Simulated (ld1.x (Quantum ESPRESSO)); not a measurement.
Scattering properties, ultrasoft potential for P

- Element: P (Z = 15)
- Generator: ld1.x (Quantum ESPRESSO) 7.5
- Type: ultrasoft
- Functional: PBE
- Relativity: scalar-relativistic
- Frozen core: [Ne]
- Valence charge: 5
- Reference configuration: 3s2 3p3
- Partial waves: 3s (bound): rcut 1.20, rcutus 1.60 bohr; 3s channel at 0.2 Ry: rcut 1.20, rcutus 1.60 bohr; 3p (bound): rcut 1.70, rcutus 1.85 bohr; 3p channel at 0.3 Ry: rcut 1.70, rcutus 1.85 bohr; 3d channel at -0.15 Ry: rcut 1.50, rcutus 1.70 bohr
- Local potential: all-electron potential smoothed inside 1.30 bohr (lloc = -1)
- Core correction: none
- Augmentation charge: PSQ, radius 0.95 bohr

The phase is arctan(r·u′/u) with u = r·R(r), unwrapped; energies in Ry, scanned from -3 to 5 Ry. A pole is an energy at which the radial function vanishes at the test radius. The pseudo phase is shifted by a multiple of π to meet the all-electron one at the reference energy, and phase errors are pseudo minus all-electron; the curves can meet again beyond the range given. Levels narrower than the energy grid can be missing from the lists of poles.

Task: For each channel, where are the poles, and over which energies does the pseudopotential scatter like the atom?

Result:

```tsv
channel	radius (bohr)	reference energy (Ry)	poles, all-electron	poles, pseudo	unbroken range about the reference energy with phases within 0.05 rad	phase error 1 Ry above the reference energy (rad)
s	2.01	-1.03	1.18	1.18	the whole range	+0.000
p	2.01	-0.40	2.24	2.24	the whole range	-0.000
d	2.01	-0.15	3.23	3.33	the whole range	+0.005
```

Phases in the s channel:

```tsv
E (Ry)	all-electron	pseudo
-3.00	1.107	1.107
-2.76	1.055	1.055
-2.52	0.986	0.986
-2.28	0.891	0.890
-2.04	0.750	0.750
-1.80	0.536	0.536
-1.56	0.209	0.209
-1.32	-0.222	-0.222
-1.08	-0.634	-0.634
-0.84	-0.931	-0.931
-0.60	-1.124	-1.124
-0.36	-1.252	-1.252
-0.12	-1.342	-1.342
0.12	-1.407	-1.407
0.36	-1.458	-1.458
0.60	-1.498	-1.498
0.84	-1.532	-1.532
1.08	-1.560	-1.560
1.32	-1.585	-1.585
1.56	-1.608	-1.608
1.80	-1.629	-1.629
2.04	-1.648	-1.648
2.28	-1.667	-1.667
2.52	-1.685	-1.686
2.76	-1.704	-1.705
3.00	-1.723	-1.724
3.24	-1.743	-1.744
3.48	-1.764	-1.766
3.72	-1.787	-1.790
3.96	-1.812	-1.817
4.20	-1.841	-1.847
4.44	-1.874	-1.883
4.68	-1.913	-1.927
4.92	-1.960	-1.982
```
